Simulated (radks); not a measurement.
All-electron atom: the iron anion Fe- in [Ar] 3d7 4s2.

Calculated with a radial shooting solver on a logarithmic mesh with Libxc functionals: scalar-relativistic Kohn-Sham, PBE, spin-polarised, spherical densities, point nucleus; open shells are filled with parallel spins first; hard spherical wall at 6 bohr.

Energy parts (eV):
part                      energy
total                 -34626.556
kinetic                35052.982
electron-nucleus      -83150.574
Hartree                14996.057
exchange-correlation   -1525.021

Orbitals (lengths in bohr, moments of r in powers of bohr; r(max) is where P^2 peaks):
orbital  occ.  eigenvalue (eV)   r(max)
1s up       1        -6985.135  0.03827
1s down     1        -6985.141  0.03827
2s up       1        -806.2134   0.2224
2s down     1        -804.9269   0.2223
2p up       3        -684.8232   0.1798
2p down     3        -683.8495   0.1797
3s up       1         -81.6984   0.7011
3s down     1         -78.7119   0.7017
3p up       3         -47.8136   0.7141
3p down     3         -44.8881   0.7151
3d up       5           4.0999   0.7188
3d down     2           6.4951   0.7278
4s up       1           3.6306    2.600
4s down     1           4.1686    2.726
4p up       0           7.9595    3.254
4p down     0           8.2810    3.334
4d up       0          14.7187    3.987
4d down     0          15.1567    4.037
5s up       0          17.9483    4.517
5s down     0          18.5531    4.545

The highest occupied level is 3d down at 6.495 eV. The pressure on the wall is 5.23 GPa.
